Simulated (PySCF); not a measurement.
Excitation energy of B by level of theory

B [He] 2s2 2p1 (2P) → B [He] 2s1 2p2 (4P), as a difference of total energies. Calculation: PySCF 2.14, in dyall-acv3z (15s9p4d2f, 76 functions); no relativity, point nucleus. Correlated levels: valence and next inner shell: nothing frozen; virtual orbitals above 40 to 60 times the deepest correlated orbital energy dropped. The calculations carry no spin-orbit coupling.

```csv
method,excitation energy (cm⁻¹)
UHF,17651
MP2 (valence and next inner shell),25315
SCS-MP2 (valence and next inner shell),28413
CCSD (valence and next inner shell),28472
CCSD(T) (valence and next inner shell),28815
```
